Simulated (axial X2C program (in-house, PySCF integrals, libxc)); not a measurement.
**How long does CaO⁻ take?**

A bond scan computed with an axial X2C code built on PySCF integrals. Basis: Ca dyall-acv3z [12s13p7d5f], O dyall-av3z [7s6p3d2f] (cores contracted in-house).

The run was started with this input:
```json
{"zs": [20, 8], "q": -1, "bas": ["dyall-acv3z", "dyall-av3z"], "levels": ["PBE0", "HF", "TPSS"], "cc": true, "r0": 2.04, "thr": -1.0, "nmax": 90, "npts": 10, "nst": 2, "ntry": 6}
```
```bash
python so2c.py task.json out
```

Keys: zs atomic numbers; q charge; bas basis sets; levels methods; cc coupled cluster on or off; r0 starting distance in Å; thr threshold in hartree for freezing inner shells (an s shell follows its p shell); nmax most natural virtual spinors; npts points on the curve; nst determinants followed; ntry starts of the search. HF also brings MP2.

Hardware: 1 thread of Arm Neoverse V1, with other jobs on the host.

Wall time of one point of each curve, integrals apart:

```json
{"Hamiltonian": "spin-free", "level": "PBE0", "points": "10", "seconds a point": "1.1"}
{"Hamiltonian": "spin-free", "level": "HF", "points": "10", "seconds a point": "0.47"}
{"Hamiltonian": "spin-free", "level": "CCSD(T) (9 electrons, 89 virtuals)", "points": "7", "seconds a point": "4.1"}
{"Hamiltonian": "spin-free", "level": "TPSS", "points": "10", "seconds a point": "1.7"}
{"Hamiltonian": "2c", "level": "PBE0", "points": "10", "seconds a point": "1.4"}
{"Hamiltonian": "2c", "level": "HF", "points": "10", "seconds a point": "0.75"}
{"Hamiltonian": "2c", "level": "CCSD(T) (9 electrons, 90 virtuals)", "points": "7", "seconds a point": "4.5"}
{"Hamiltonian": "2c", "level": "TPSS", "points": "10", "seconds a point": "1.8"}
```

The rest:

Search with its distance optimisation 31 s, atoms 19 s, whole task 190 s. Coupled cluster runs on the points near the minimum only. The program drops outer points, and coupled cluster, when its time limit (not in the input) nears; MP2, further determinants and curves that did not converge are not in the table.
